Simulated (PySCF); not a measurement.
## TeS: energy against distance

Set-up: PySCF, spin-free X2C with a Gaussian nucleus, basis sets Te x2c-SVPall, S x2c-SVPall. Energies in eV from Te + S in their ground configurations at the same level. State: ³Σ⁻ (triplet), unpaired electrons π ↑↑.

```csv
R (Å),BLYP
1.934,-1.672
2.024,-2.737
2.114,-3.359
2.182,-3.616
2.249,-3.740
2.317,-3.764
2.406,-3.684
2.519,-3.465
2.654,-3.104
2.834,-2.558
```

Problem. Put a parabola through the three lowest points of the BLYP curve and estimate Re, k and ωe (reduced mass 25.66 u; 1 eV/Å² = 0.16022 mdyn/Å; ωe = 1302.8·√(k/μ) cm⁻¹).

Solution. Through R = 2.249, 2.317, 2.406 Å the second-order coefficient is 7.97 eV/Å², so Re ≈ 2.305 Å, k ≈ 2.55 mdyn/Å and ωe ≈ 411 cm⁻¹. A polynomial fit of higher order to the unrounded BLYP energies gives Re = 2.302 Å, k = 2.78 mdyn/Å, ωe = 429 cm⁻¹; anharmonicity and rounding make the difference.

The higher-order fit for each curve: BLYP: Re = 2.302 Å, ωe = 429 cm⁻¹, De = 3.77 eV.

These are scalar-relativistic numbers at best; spin–orbit coupling would shift them, the dissociation energy most. The state is the lowest determinant that a PBE0 search found; another state may lie lower at other levels.
